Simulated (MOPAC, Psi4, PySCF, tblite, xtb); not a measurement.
Dimer C3H6 ··· H3O+ (SMILES C1CC1 and [OH3+]) (charge +1), singlet at R = 3.14 Å between the centres of mass, closest contact 1.89 Å (lowest of the rigid-body minima from ten starts at GFN2-xTB). Geometry in Å and degrees:

```
C
H 1 1.0816
H 1 1.0816 2 114.23
C 1 1.5034 2 118.05 3 -145.49
H 4 1.0816 1 118.05 2 0.00
H 4 1.0816 5 114.23 1 -145.49
C 4 1.5034 5 118.05 6 -145.49
H 7 1.0816 4 118.05 5 144.17
H 7 1.0816 8 114.23 4 145.49
H 4 1.8883 5 84.85 6 85.48
O 10 0.9811 4 156.24 5 -49.76
H 11 0.9811 10 113.40 4 -35.78
H 11 0.9811 12 113.40 10 131.22
```

- GFN2-xTB (tblite)
- SAPT0/jun-cc-pVDZ, frozen core (Psi4)
- B3LYP/def2-TZVP, counterpoise-corrected (Psi4)
- B3LYP-D3(BJ)/def2-TZVP, counterpoise-corrected (Psi4)
- PBE/def2-TZVP, counterpoise-corrected (Psi4)
- PBE-D3(BJ)/def2-TZVP, counterpoise-corrected (Psi4)
- HF/aug-cc-pVDZ, counterpoise-corrected (Psi4)
- MP2/aug-cc-pVDZ = DF-MP2/aug-cc-pVDZ, frozen core, counterpoise-corrected (Psi4)
- SCS-MP2/aug-cc-pVDZ = Psi4 with DF-SCS-MP2/aug-cc-pVDZ, frozen core, counterpoise-corrected
- PM3, restricted, heats of formation (MOPAC)
- PM7, restricted, heats of formation (MOPAC)
- GFN1-xTB (xtb)
- RKS-B3LYP/6-31G* = restricted B3LYP/6-31G*, spherical d, no counterpoise correction in PySCF 2.14.0
- RMP2/3-21G = restricted MP2 (frozen core)/3-21G, no counterpoise correction in PySCF 2.14.0
- RKS-B3LYP/3-21G = restricted B3LYP/3-21G, no counterpoise correction (PySCF 2.14.0)
- RKS-B3LYP/LANL2DZ = PySCF 2.14.0 with restricted B3LYP/LANL2DZ, no counterpoise correction

### Question
What interaction energy does each level give?

### Answer

```csv
method,E_int / kcal/mol
PBE-D3(BJ)/def2-TZVP,-21.61
PBE/def2-TZVP,-20.13
B3LYP-D3(BJ)/def2-TZVP,-20.04
RKS-B3LYP/3-21G,-19.80
RKS-B3LYP/6-31G*,-19.22
RKS-B3LYP/LANL2DZ,-19.17
MP2/aug-cc-pVDZ,-18.35
B3LYP/def2-TZVP,-17.73
RMP2/3-21G,-17.00
SCS-MP2/aug-cc-pVDZ,-16.81
SAPT0/jun-cc-pVDZ,-16.44
HF/aug-cc-pVDZ,-13.63
GFN2-xTB,-13.50
GFN1-xTB,-12.10
PM3,-10.68
PM7,-8.20
```
